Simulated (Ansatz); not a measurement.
Consider the formal loss of a carbene: `C=C[CH2][SnH2][F]` → `C=[CH][SnH2][F]` + `[CH2]` (triplet).

Computed with Ansatz on PBE0-D4/def2-TZVP structures; ΔE is electronic, products minus reactants. CCSD(T)/CBS adds triple-zeta CCSD(T) − MP2 to the extrapolated MP2 energy (def2 sets, frozen cores). This one scheme is used for every species. DFT in def2-TZVPP. Triplets are unrestricted, without spin–orbit coupling. Elements past krypton have def2 core potentials. For Sn outer-core shells are correlated without core-valence functions, which leaves a few kJ/mol of doubt a bond. Each species was taken in one conformer, which may not be the lowest.

```
        level  ΔE (kJ/mol)
       PBE-D4        460.2
      PBE0-D4        450.4
      r2SCAN0        423.5
HF/def2-TZVPP        296.7
```

(1) What does CCSD(T)/CBS give? (An estimate is asked.)

Largest T1 diagnostic among the species: 0.013.

Results:

(1) Computed: +449.8 kJ/mol. The listed levels differ from it by 10.4, 0.6, -26.3, -153.1 kJ/mol.

From PBE to PBE0 (25 % exact exchange), in def2-TZVPP and without D4, ΔE moves by −8.9 kJ/mol. Leaving LDA and LC-ωPBE aside and taking each functional with its dispersion term where it has one, the values, not all of them listed here, spread over 34.4 kJ/mol, from r2SCAN0-D4 to PBE-D4. LDA lies +76.7 kJ/mol from PBE without D4. In def2-TZVPP, CCSD(T) changes the Hartree–Fock value by +140.1 kJ/mol (the triples alone add +11.5 kJ/mol) and MP2 by +155.8 kJ/mol.
